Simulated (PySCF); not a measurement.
## From computed data to an observable: entropy of an ideal gas

MoO2FBr, SMILES [O]=[Mo](=[O])([F])[Br], multiplicity 1.

The structure is a stationary point at B3LYP-D3(BJ)/def2-SVP. The spin state was assumed, not searched. The structure was generated by enumeration; whether it is a known compound was not checked. The def2 effective core potentials stand for the cores of Mo; spin–orbit coupling is left out.

B3LYP-D3(BJ)/def2-SVP run with PySCF 2.14.0 gives the harmonic wavenumbers 136, 174, 224, 237, 317, 385, 720, 1039, 1063 cm⁻¹ and the rotational temperatures 0.1787, 0.0569, 0.0543 K. The molar mass is 226.85 g/mol, the symmetry number 1, the spin multiplicity 1.

Work out the entropy at 298.15 K and 1 atm in the rigid-rotor, harmonic-oscillator model.


Translation (Sackur–Tetrode at 1 atm): S = R[1.5 ln M + 2.5 ln T − 1.16487] = 176.4 J/(mol K).
Rotation: q = (√π/σ) T^1.5/√(θA θB θC) = 388000, S = R[ln q + 3/2] = 119.5 J/(mol K).
Vibration: with u = 1.4388 ν/T, each mode gives R[u/(e^u − 1) − ln(1 − e^−u)]:
| ν (cm⁻¹) | modes | u | S (J/(mol K)) |
|---|---|---|---|
| 136 | 1 | 0.66 | 11.96 |
| 174 | 1 | 0.84 | 10.01 |
| 224 | 1 | 1.08 | 8.06 |
| 237 | 1 | 1.14 | 7.64 |
| 317 | 1 | 1.53 | 5.55 |
| 385 | 1 | 1.86 | 4.27 |
| 720 | 1 | 3.47 | 1.19 |
| 1039 | 1 | 5.01 | 0.33 |
| 1063 | 1 | 5.13 | 0.30 |
These are all the modes. Sum 49.3 J/(mol K).
Spin: R ln 1 = 0.0 J/(mol K).
Total 345.2 J/(mol K); the program's own thermochemistry gives 345.2. Translation makes up 51 % and vibration 14 %. Anharmonicity, hindered rotation and orbital degeneracy are left out.
